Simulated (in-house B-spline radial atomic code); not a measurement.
**How G0W0 and RPA depend on the start: I-**

Configuration [Kr] 4d10 5s2 5p6. Computed with a B-spline radial code for spherical atoms: all electrons, scalar-relativistic (spin-free one-electron X2C), finite nucleus, each spin shell either full or empty, empty states to l = 9 with an (l + 1/2)⁻⁴ tail; G0W0 by contour deformation at full frequency.

The anion's configuration is assumed.

Spin-orbit coupling, left out, splits p levels strongly here.

```json
{"start": "Hartree-Fock", "mean-field 5p (eV)": "-3.431", "G0W0 (eV)": "-3.823", "QP weight": "0.917", "RPA correlation (Eh)": "-3.8418"}
{"start": "LC-wPBE", "mean-field 5p (eV)": "-3.543", "G0W0 (eV)": "-3.642", "QP weight": "0.915", "RPA correlation (Eh)": "-4.054"}
{"start": "wB97X", "mean-field 5p (eV)": "-3.245", "G0W0 (eV)": "?", "QP weight": "?", "RPA correlation (Eh)": "?"}
{"start": "BHandHLYP", "mean-field 5p (eV)": "-1.958", "G0W0 (eV)": "?", "QP weight": "?", "RPA correlation (Eh)": "?"}
{"start": "CAM-B3LYP", "mean-field 5p (eV)": "-2.282", "G0W0 (eV)": "-3.557", "QP weight": "0.871", "RPA correlation (Eh)": "-4.0679"}
{"start": "PBE0", "mean-field 5p (eV)": "-1.075", "G0W0 (eV)": "-3.214", "QP weight": "0.748", "RPA correlation (Eh)": "-4.1011"}
```

**Question.** What G0W0 level, weight and RPA correlation energy follow from the wB97X start?

**Answer.** G0W0 level -3.771 eV, weight 0.908, RPA correlation -4.039 hartree.

**Question.** What G0W0 level, weight and RPA correlation energy follow from the BHandHLYP start?

**Answer.** G0W0 level -3.492 eV, weight 0.857, RPA correlation -4.0094 hartree.

**Question.** How much of the dependence on the start does G0W0 remove?

**Answer.** The mean-field levels span 2.47 eV and the G0W0 levels 0.609 eV. Against 3.059 eV (electron affinity of the neutral atom) the G0W0 removal energies are off by +0.16 to +0.76 eV, with spin-orbit coupling, Breit and QED terms left out.
